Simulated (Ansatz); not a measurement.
Reaction (cleavage of the B–Si bond): `B[SiH2][CH2][InH2]` + `[SiH3][SiH2][SeH]` → `B[Se][SiH2][SiH3]` + `[SiH3][CH2][InH2]`

Isolated molecules relaxed with PBE0-D4/def2-TZVP in Ansatz; ΔE leaves out vibrations. CCSD(T)/CBS adds triple-zeta CCSD(T) − MP2 to the extrapolated MP2 energy (def2 sets, frozen cores). Functionals use def2-TZVPP. B3LYP here is the variant with VWN-RPA as its local correlation; programs differ in this. Elements past krypton have def2 core potentials. For In, Se outer-core shells are correlated without core-valence functions, which leaves a few kJ/mol of doubt a bond. Scalar relativity is left out up to krypton. One conformer a species, not always the lowest.

```csv
level,ΔE (kJ/mol)
r2SCAN-D4,-111.7
PBE0-D4,-110.1
B3LYP,-113.4
SCS-MP2/def2-QZVPP,-118.1
```

(1) What does CCSD(T)/CBS give? (Best estimate.)

Largest T1 diagnostic among the species: 0.014.

## Answers

(1) Computed: -111.6 kJ/mol. The listed levels differ from it by -0.1, 1.5, -1.8, -6.5 kJ/mol.
